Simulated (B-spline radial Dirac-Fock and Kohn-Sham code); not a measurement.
## What relativity does to the binding energies of Sm⁵⁷⁺

System: the Sm⁵⁷⁺ ion in the configuration [He] 2s2 2p1.

Both columns are ΔSCF binding energies of the configuration average from a radial B-spline solver: non-relativistic Hartree-Fock with a point nucleus, and Dirac-Fock with a finite nucleus and the Coulomb interaction alone, averaged over the two j levels with weights 2j+1.

```tsv
shell	Hartree-Fock (eV)	Dirac-Fock (eV)	shift (eV)	shift (%)
1s	50208.9	53012.2	+2803.29	+5.58
2s	11922.0	12755.9	+833.86	+6.99
2p	11811.7	12157.2	+345.48	+2.92
```

Relativity binds 1s, 2s, 2p more strongly, among those listed most of all 2s in relative terms.

Values without a named source are computed, but for edge energies of neutral atoms, which are taken from tables.
